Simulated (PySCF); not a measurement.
ZnF, SMILES [F][Zn+], charge +1.

Geometry optimised at PBE-D3(BJ)/def2-TZVPD. The multiplicity is an assumed one; other spin states were not compared.

Method: PBE-D3(BJ)/def2-TZVPD (PySCF).

Frequencies are harmonic and unscaled.

Computed vibrational spectrum:
| mode | ν (cm⁻¹) | IR (km/mol) | moving atoms (share of kinetic energy) |
|---|---|---|---|
| 1 | 675 | 13.6 | F 77 %, Zn 23 % |
